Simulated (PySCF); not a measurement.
C2H6BeFN. Atoms are numbered in the order given.

```xyz
11

Be     0.0000     0.0000     1.0725
F      0.0000     0.0000     2.4738
N      0.0000     0.0000    -0.4332
C      0.0000    -1.2113    -1.2311
C      0.0000     1.2113    -1.2311
H     -0.8972    -1.2771    -1.8943
H      0.8972    -1.2771    -1.8943
H      0.0000    -2.1143    -0.5856
H      0.8972     1.2771    -1.8943
H     -0.8972     1.2771    -1.8943
H      0.0000     2.1143    -0.5856
```

Geometry optimised at PBE-D3(BJ)/def2-SVP. The structure was generated by enumeration; whether it is a known compound was not checked. Other conformers were not sampled.

Computed with PySCF with M06-2X/def2-TZVP.

ESP charges are fitted to the potential on shells at 1.4 to 2.0 van der Waals radii. Atomic charges (e):

```
atom  ESP fit  meta-Löwdin  Mulliken
----  -------  -----------  --------
Be1      0.75         1.42      0.36
F2      -0.46        -0.79     -0.32
N3      -0.21        -0.79     -0.10
C4      -0.65        -0.21     -0.37
C5      -0.65        -0.21     -0.37
H6       0.21         0.09      0.14
H7       0.21         0.09      0.14
H8       0.20         0.10      0.13
H9       0.21         0.09      0.14
H10      0.21         0.09      0.14
H11      0.20         0.10      0.13
```
